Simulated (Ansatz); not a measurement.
C3H7Br, SMILES `CCCBr`, relaxed with RKS PBE0-D4/def2-TZVP in Ansatz from a PBE-D4/def2-SVP geometry. The force threshold is 0.005 eV/Å; the program also tests the step.

Total charge 0; spin multiplicity 1.

Start:

```xyz
11

C     0.872    0.881   -0.444
C    -0.525    0.335   -0.162
C    -0.557   -0.947    0.656
Br    0.275   -2.472   -0.283
H     1.473    0.151   -1.022
H     0.824    1.822   -1.028
H     1.420    1.096    0.498
H    -1.076    0.172   -1.113
H    -1.118    1.085    0.411
H     0.001   -0.850    1.608
H    -1.590   -1.273    0.877
```

Task: How much energy does the relaxation release, and in how many steps? (Estimate.)

Result: Computed: 1.00 kcal/mol, in 4 steps.

Task: Which bonds change most? (An estimate is asked.)

Result: The calculation gave: C3–Br4 from 1.975 to 1.953 Å; C3–H10 from 1.108 to 1.089 Å; C3–H11 from 1.106 to 1.088 Å; C2–H8 from 1.111 to 1.094 Å.

Task: Give the relaxed structure. (Estimate.)

Result: Computed: 
```xyz
11

C     0.865    0.871   -0.437
C    -0.526    0.332   -0.166
C    -0.551   -0.936    0.654
Br    0.263   -2.446   -0.280
H     1.457    0.157   -1.013
H     0.818    1.804   -1.003
H     1.398    1.072    0.496
H    -1.061    0.164   -1.106
H    -1.109    1.075    0.393
H     0.011   -0.836    1.582
H    -1.565   -1.258    0.880
```
